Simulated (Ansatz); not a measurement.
C3H4 (SMILES [CH]C=C): geometry of the low-spin state from B3LYP-D3(BJ)/def2-TZVP.
(charge 0, multiplicity 1):
```
atom    x (Å)    y (Å)    z (Å)
----  -------  -------  -------
C     -1.2037   0.3194  -0.3605
C     -0.1034  -0.3733   0.0457
C      1.1399   0.1713   0.3074
H     -2.0659  -0.0275  -0.9171
H     -0.2219  -1.4519   0.1925
H      1.9723  -0.4541   0.5965
H      1.3185   1.2291   0.1721
```

Programs: Ansatz (a quantum-chemistry and plane-wave program). Values without a source in brackets are computed.

Broken-symmetry (BS) and triplet (T) solutions at this geometry:

```csv
level,E(BS) (hartree),⟨S²⟩ BS,E(T) (hartree),⟨S²⟩ T
U-PBE/def2-TZVPP,-116.445959,0.917,-116.453353,2.024
U-B3LYP/def2-TZVPP,-116.616805,0.922,-116.623836,2.038
U-PBE0/def2-TZVPP,-116.460340,0.961,-116.470002,2.053
U-wB97X-V/def2-TZVPP,-116.564854,0.938,-116.573147,2.055
```

Question: Give the raw gap E(BS) − E(T) and the gap after approximate spin projection, (E_BS − E_T)⟨S²⟩_T/(⟨S²⟩_T − ⟨S²⟩_BS).

Answer: 
- U-PBE/def2-TZVPP: raw 4.6, projected 8.5 kcal/mol
- U-B3LYP/def2-TZVPP: raw 4.4, projected 8.1 kcal/mol
- U-PBE0/def2-TZVPP: raw 6.1, projected 11.4 kcal/mol
- U-wB97X-V/def2-TZVPP: raw 5.2, projected 9.6 kcal/mol
The rule takes the triplet as the only contaminant. For comparison FIC-MRCISD+Q on SA-CASSCF(4,4)/cc-pVTZ gives 12.0 kcal/mol at this geometry.
